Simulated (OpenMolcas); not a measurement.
Re4+ among 6 point charges of -1.7 e arranged as a tetragonal octahedron (D4h), 1.82 Å from the ion, with the axial distance 2.093 Å.
```
   1.8200    0.0000    0.0000  -1.70
   0.0000    1.8200    0.0000  -1.70
  -1.8200    0.0000    0.0000  -1.70
   0.0000   -1.8200    0.0000  -1.70
   0.0000    0.0000    2.0930  -1.70
   0.0000    0.0000   -2.0930  -1.70
```

* Program: OpenMolcas
* Method: CASSCF
* Basis: ANO-RCC-VDZP [7s6p4d2f1g]
* Scalar Hamiltonian: DKH2, point nucleus
* Active space: 3 electrons in 5 orbitals (5d)
* State averaging: 2S+1 = 4 even, 10 roots; 2S+1 = 2 even, 40 roots
* Spin-orbit coupling: state interaction with AMFI integrals over the reference wave functions

Problem. What is the spin-free ground state (labels of D4, the rotations of D4h)?

Solution. 4B1, 1-fold in its orbital part, 100 % from free-ion F terms; it has the highest spin that d3 allows.

Problem. Where is the first state of the same spin?

Solution. 4E at 11200 cm-1 above the ground state.

Problem. What are the lowest two levels with spin-orbit coupling?

Solution. A 2-fold level E3/2 with g = 0.73, 2.22, 2.22, then a 2-fold level E1/2 557.0 cm-1 above it. Their leading multiplicities are 4 (91 %) and 4 (93 %).

Problem. What is χT at 300 K, and how does it compare with the textbook value?

Solution. The lowest level has 2S+1 = 4, for which the spin-only value is χT = S(S+1) / 2 = 1.875 cm3 K/mol (g = 2). The computed 0.477 at 300 K differs by -1.398, through orbital momentum, spin-orbit coupling and any other state in reach.

Without dynamic correlation the repulsion within the d shell is too large (B by tens of per cent), so at a given field states of lower spin stand too high. Point charges carry no covalency, so the field is a model and not that of real ligands. No measured value stands beside these numbers.
